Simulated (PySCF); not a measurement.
## Computed structure and properties of Tm(OH)3(NH3)

System: Tm(OH)3(NH3) (singlet in the valence; each metal's 4f electrons, 12 of them, lie in its core potential, out of spins and levels); start: template (C1). Method: PySCF 2.14.0, RKS PBE0, Tm lcecp-1-SVP with ECP58, O def2-SVP, H def2-SVP, N def2-SVP; non-relativistic Hamiltonian with scalar-relativistic core potentials where named; density fitting; no spin-orbit coupling.

Input of the relaxation:

```python
mol = gto.M(atom='''
Tm     0.01534    -0.01428     0.01218
O      1.23974     1.21012     1.23658
H      1.75944     1.48232     2.00368
O     -1.20906    -1.23868     1.23658
H     -1.72876    -1.51088     2.00368
O      1.23974    -1.23868    -1.21222
H      1.75944    -2.00578    -1.48442
N     -1.41076     1.41182    -1.41392
H     -2.02386     2.02492    -0.87682
H     -0.87366     2.02492    -2.02702
H     -2.02386     0.87472    -2.02702''',
    basis={'Tm': 'lcecp-1-SVP', 'O': 'def2-SVP', 'H': 'def2-SVP', 'N': 'def2-SVP'},
    ecp={'Tm': 'lcecp-1-SVP'},
    charge=0, spin=0)
mf = dft.RKS(mol, xc='PBE0')
mf.grids.atom_grid = (50, 194)  # f atoms: unpruned, at least (60, 302)
mf = mf.density_fit()  # fitting sets: Tm AutoAux, O def2-universal-JKFIT, H def2-universal-JKFIT, N def2-universal-JKFIT
mf.conv_tol = 1e-08; mf.max_cycle = 55
mf.kernel(dm0)  # dm0: converged density of the start geometry
# quasi-Newton relaxation in Cartesian coordinates to a largest gradient under 0.00045 Eh/bohr, steps kept in the point group
```

Run from Python with OMP_NUM_THREADS=2; the lines above give its settings. Where DIIS fails, smearing, a level shift and second-order steps follow.
It took 100 s on 2 threads of Arm Neoverse V1, with other jobs on the host, from the converged density of the start.

Course of the relaxation:

```json
{"step": "0", "energy above end (eV)": "0.5353", "largest force component within the symmetry (eV/Å)": "1.798"}
{"step": "1", "energy above end (eV)": "0.2369", "largest force component within the symmetry (eV/Å)": "0.975"}
{"step": "2", "energy above end (eV)": "0.1284", "largest force component within the symmetry (eV/Å)": "0.212"}
{"step": "3", "energy above end (eV)": "0.1087", "largest force component within the symmetry (eV/Å)": "0.493"}
{"step": "4", "energy above end (eV)": "0.0680", "largest force component within the symmetry (eV/Å)": "0.151"}
{"step": "5", "energy above end (eV)": "0.0469", "largest force component within the symmetry (eV/Å)": "0.311"}
{"step": "6", "energy above end (eV)": "0.0310", "largest force component within the symmetry (eV/Å)": "0.444"}
{"step": "7", "energy above end (eV)": "0.0210", "largest force component within the symmetry (eV/Å)": "0.309"}
{"step": "13", "energy above end (eV)": "0.0013", "largest force component within the symmetry (eV/Å)": "0.058"}
{"step": "14", "energy above end (eV)": "0.0005", "largest force component within the symmetry (eV/Å)": "0.048"}
{"step": "15", "energy above end (eV)": "0.0002", "largest force component within the symmetry (eV/Å)": "0.031"}
{"step": "16", "energy above end (eV)": "0.0001", "largest force component within the symmetry (eV/Å)": "0.024"}
{"step": "17", "energy above end (eV)": "0.0000", "largest force component within the symmetry (eV/Å)": "0.024"}
{"step": "18", "energy above end (eV)": "0.0000", "largest force component within the symmetry (eV/Å)": "0.022"}
```
(The steps between are left out.)

Relaxed geometry (C3v):

```xyz
11

Tm    0.1465   -0.1936    0.2430
O     1.1549    1.2950    1.1869
H     1.6778    1.9197    1.6832
O    -1.3942   -1.0889    1.2174
H    -2.0381   -1.5566    1.7443
O     1.0952   -1.2237   -1.2276
H     1.5983   -1.7510   -1.8431
N    -1.2166    1.2402   -1.2197
H    -1.8118    1.8713   -0.6823
H    -0.6386    1.8192   -1.8297
H    -1.8296    0.6891   -1.8213
```

```json
{"contact": "Tm1–O2 (OH)", "Å": "2.031"}
{"contact": "Tm1–O4 (OH)", "Å": "2.031"}
{"contact": "Tm1–O6 (OH)", "Å": "2.031"}
{"contact": "Tm1–N8 (NH3)", "Å": "2.460"}
```

On the finer grid (75, 302):

* HOMO: -6.98 eV
* LUMO: -0.09 eV
* Dipole about the centre of mass: 4.22 D
* Set of Mulliken populations of Tm1 outside the core potential: s 2.21, p 6.47, d 1.37, f 0.07
* D3(BJ) dispersion energy (not in the energies): -0.156 eV

| atom | Mulliken (e) | Löwdin (e) | spin (e) |
| --- | --- | --- | --- |
| Tm1 | 0.88 | 0.38 | 0.00 |
| O2 | -0.53 | -0.31 | 0.00 |
| H3 | 0.16 | 0.07 | 0.00 |
| O4 | -0.53 | -0.31 | 0.00 |
| H5 | 0.16 | 0.07 | 0.00 |
| O6 | -0.53 | -0.31 | 0.00 |
| H7 | 0.16 | 0.07 | 0.00 |
| N8 | -0.29 | 0.00 | 0.00 |
| H9 | 0.17 | 0.11 | 0.00 |
| H10 | 0.17 | 0.11 | 0.00 |
| H11 | 0.17 | 0.11 | 0.00 |

The 4f levels lie in the core potential and are missing. Their spin isn't counted.

On the grid (50, 194), as all that follows. Harmonic modes: a minimum; lowest 73 cm⁻¹ (negative: unstable), highest 4042 cm⁻¹, zero-point energy 2.064 eV.

Taking off one OH (charge -1, singlet; the rest: singlet) in vacuum, both parts rigid, costs 10.65 eV; the small basis without counterpoise inflates it. Most of it is the attraction of opposite charges; other ways to part are cheaper, and one spin state was tried for the rest.

Rigid scan of OH along the line from its metal:

```tsv
distance to O2 (Å)	energy (eV)
1.73	1.422
1.83	0.538
1.93	0.115
2.03	0.000
2.13	0.086
2.23	0.299
2.43	0.926
2.73	2.004
3.13	3.317
3.63	4.603
```

Taking off one NH3 (charge 0, singlet; the rest: singlet) in vacuum, both parts rigid, costs 1.41 eV; the small basis without counterpoise inflates it.

Rigid scan of NH3 along the line from its metal:

distance to N8 (Å), energy (eV) and a bar:
```
     2.16      0.371 ###########
     2.26      0.141 ####
     2.36      0.030 #
     2.46      0.000 
     2.56      0.022 #
     2.66      0.077 ##
     2.86      0.236 #######
     3.16      0.497 ###############
     3.56      0.785 #######################
     4.06      1.024 ##############################
```

One start shape was tried, so this needn't be the lowest isomer.

An lcecp potential fixes the number of 4f electrons, so in runs with it no electron can move into or out of that shell.
